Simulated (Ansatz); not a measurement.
Gas-phase electronic energies from Ansatz, PBE0-D4/def2-TZVP geometries. CCSD(T)/CBS adds triple-zeta CCSD(T) − MP2 to the extrapolated MP2 energy (def2 sets, frozen cores). This one scheme is used for every species. Functionals use def2-TZVPP. Each species was taken in one conformer, which may not be the lowest.

`C[SiH2]C[SiH2]Cl` + HCl → `ClC[SiH2]Cl` + `C[SiH3]`  (substitution at a C–Si bond)

`C[SiH2]C[SiH2]Cl`:

Z-matrix (Å, degrees):
```
C
Si 1 1.869
H 1 1.093 2 110.8
H 1 1.092 2 110.8 3 -120.0
H 1 1.093 2 110.8 3 120.0
C 2 1.879 1 111.3 3 -60.0
H 2 1.490 1 110.0 3 179.2
H 2 1.490 1 110.0 3 60.8
Si 6 1.854 2 114.7 1 179.8
H 6 1.096 2 108.8 1 -58.5
H 6 1.096 2 108.9 1 58.1
Cl 9 2.064 6 110.4 2 179.9
H 9 1.483 6 111.2 2 61.3
H 9 1.483 6 111.2 2 -61.5
```

HCl:

Cartesian coordinates in Å:
```
Cl -0.627 0.127 0.004
H 0.627 -0.127 -0.004
```

`ClC[SiH2]Cl`:

Z-matrix (Å, degrees):
```
C
Si 1 1.873
Cl 1 1.787 2 106.4
H 1 1.090 2 112.5 3 -118.2
H 1 1.090 2 112.5 3 118.2
Cl 2 2.058 1 108.5 3 -180.0
H 2 1.479 1 109.9 3 -61.5
H 2 1.479 1 109.9 3 61.5
```

`C[SiH3]`:

Z-matrix (Å, degrees):
```
C
Si 1 1.871
H 1 1.092 2 110.8
H 1 1.092 2 110.8 3 -120.0
H 1 1.092 2 110.8 3 120.0
H 2 1.488 1 110.7 3 -179.9
H 2 1.488 1 110.7 3 -59.9
H 2 1.488 1 110.7 3 60.1
```

```tsv
level	ΔE (eV)
ωB97X-V	0.82
ωB97M-V	0.85
PBE	0.77
r2SCAN	0.84
HF/def2-QZVPP	0.73
SCS-MP2/def2-QZVPP	0.84
MP2/CBS(def2)	0.90
CCSD/CBS(def2)	0.86
```

(1) What does CCSD(T)/CBS give? (Estimate.)

Largest T1 diagnostic among the species: 0.010.

Answers

(1) The calculation gave: +0.87 eV. The listed levels differ from it by -0.05, -0.02, -0.10, -0.03, -0.14, -0.03, 0.03, -0.01 eV.

In def2-TZVPP, CCSD(T) changes the Hartree–Fock value by +0.14 eV (the triples alone add +0.00 eV) and MP2 by +0.18 eV. From PBE to PBE0 (25 % exact exchange), in def2-TZVPP and without D4, ΔE moves by +0.05 eV.
